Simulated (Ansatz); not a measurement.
Compare A (`F[SiH2][O][GeH2][Cl]`) with its isomer B (`[F][GeH]([Cl])[O][SiH3]`).

Isolated molecules relaxed with PBE0-D4/def2-TZVP in Ansatz; ΔE leaves out vibrations. CBS: MP2 limit from def2 TZ/QZ plus the TZ coupled-cluster correction, frozen cores. Functionals use def2-TZVPP. B3LYP here is the variant with VWN-RPA as its local correlation; programs differ in this. For Ge outer-core shells are correlated without core-valence functions, which leaves a few kJ/mol of doubt a bond. Scalar relativity is left out up to krypton. One conformer a species, not always the lowest.

(1) Which is lower in electronic energy at CCSD(T)/CBS, and by how much? (Estimate.)

(2) Give E(B) − E(A) in kJ/mol with CCSD(T)/def2-TZVPP, B2PLYP, CCSD/def2-TZVPP, BLYP-D4, CCSD(T)/def2-SVP, B3LYP-D4, ωB97M-V. (Best estimate.)

(3) Does the order hold for the free energy at 298.15 K (harmonic terms from PBE0-D4)? (Estimate.)

Largest T1 diagnostic: 0.012.

Answers

(1) The calculation gave: A, by 87.2 kJ/mol.

(2) Ansatz gave: CCSD(T)/def2-TZVPP 82.7, B2PLYP 83.8, CCSD/def2-TZVPP 84.3, BLYP-D4 80.5, CCSD(T)/def2-SVP 64.5, B3LYP-D4 84.1, ωB97M-V 84.6. None reverses the order clearly.

(3) The calculation gave: Yes: G(B) − G(A) = +83.0 kJ/mol, for one conformer each. Modes under 60 cm⁻¹, often nearly free rotors, make the harmonic entropy too high.

At CCSD(T), def2-SVP lies −22.7 kJ/mol from the extrapolated value and def2-TZVPP −4.6 kJ/mol. From PBE to PBE0 (25 % exact exchange), in def2-TZVPP and without D4, E(B) − E(A) moves by +3.8 kJ/mol.
